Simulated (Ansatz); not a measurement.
Isomers of Ti₄Al⁺ (singlet), found by a short tight-binding search and relaxed with B3LYP-D4/def2-SVP in Ansatz.

Run but left out: GFN1-xTB, GFN2-xTB (tight binding far off the other levels); HF/STO-3G, BHLYP-D4/def2-TZVP (A: restricted singlet, unstable in another Hartree–Fock run and untested here); HF/def2-SVP, MP2/def2-SVP, CCSD/def2-SVP, CCSD(T)/def2-SVP (flagged by the program: other amplitudes); HF/def2-TZVP, MP2/def2-TZVP (A: restricted singlet, unstable towards broken spin symmetry).

A further structure is left out (restricted singlet, unstable in another Hartree–Fock run and untested here); at PBE0-D4/def2-TZVP its energy lies 0.28 eV below the lowest shown.

A: The restricted singlet is unstable towards broken spin symmetry in Hartree–Fock (as tested in another run); at LDA (SPW92)/def2-TZVP, PBE-D4/def2-SVP, PBE-D4/def2-TZVP, r2SCAN-D4/def2-TZVP and others this wasn't settled. B: The restricted singlet is unstable towards broken spin symmetry in Hartree–Fock (as tested in another run); at LDA (SPW92)/def2-TZVP, PBE-D4/def2-SVP, PBE-D4/def2-TZVP, r2SCAN-D4/def2-TZVP and others this wasn't settled. C: The restricted singlet is unstable towards broken spin symmetry in Hartree–Fock (as tested in another run); at LDA (SPW92)/def2-TZVP, PBE-D4/def2-SVP, PBE-D4/def2-TZVP, r2SCAN-D4/def2-TZVP and others this wasn't settled.

Other spin states weren't relaxed.

A:

Cartesian coordinates in Å:
```
Ti -0.101 0.083 -1.496
Ti -0.890 -1.471 -0.881
Ti -0.822 0.467 1.166
Ti 0.449 1.734 0.723
Al 1.365 -0.813 0.488
```

B:

```xyz
5

Ti    0.4243    1.2401   -0.1582
Ti    0.9954   -0.4033   -1.6434
Ti   -0.7997    0.8852    1.6156
Ti    0.8063   -1.1513    0.7279
Al   -1.4264   -0.5707   -0.5418
```

C:

```xyz
5

Ti   -0.0136    1.7194   -0.3418
Ti    1.0383    0.0400   -1.4138
Ti   -0.3161    0.2227    1.7100
Ti    0.7344   -1.4588    0.6405
Al   -1.4430   -0.5233   -0.5947
```

**Question.** Estimate their order by electronic energy at PBE0-D4/def2-TZVP, counted from the lowest.

**Answer.** A (0.0) < B (17.4) < C (92.4), in kJ/mol.

**Question.** Do the other levels pick the same lowest one?

**Answer.** Not LDA (SPW92)/def2-TZVP, PBE-D4/def2-SVP, PBE-D4/def2-TZVP, r2SCAN-D4/def2-TZVP, B97M-V/def2-TZVP. Energies above each level's lowest (kJ/mol):

```json
{"level": "LDA (SPW92)/def2-TZVP", "A": "30.0", "B": "0.0", "C": "83.6"}
{"level": "PBE-D4/def2-SVP", "A": "59.2", "B": "0.0", "C": "83.9"}
{"level": "PBE-D4/def2-TZVP", "A": "72.5", "B": "0.0", "C": "69.3"}
{"level": "r2SCAN-D4/def2-TZVP", "A": "34.6", "B": "0.0", "C": "74.3"}
{"level": "B97M-V/def2-TZVP", "A": "43.0", "B": "0.0", "C": "61.2"}
{"level": "PBE0-D4/def2-SVP", "A": "0.0", "B": "29.4", "C": "123.0"}
{"level": "PBE0-D4/def2-TZVP", "A": "0.0", "B": "17.4", "C": "92.4"}
```
Point groups (tolerance 0.1 Å): A C2, B not assigned, C C2v. A and C have the same bonds, so they are conformers or stereoisomers. Lower isomers may exist. From def2-SVP to def2-TZVP the PBE0 values move by up to 30.6 kJ/mol, so results in the small set are rough.
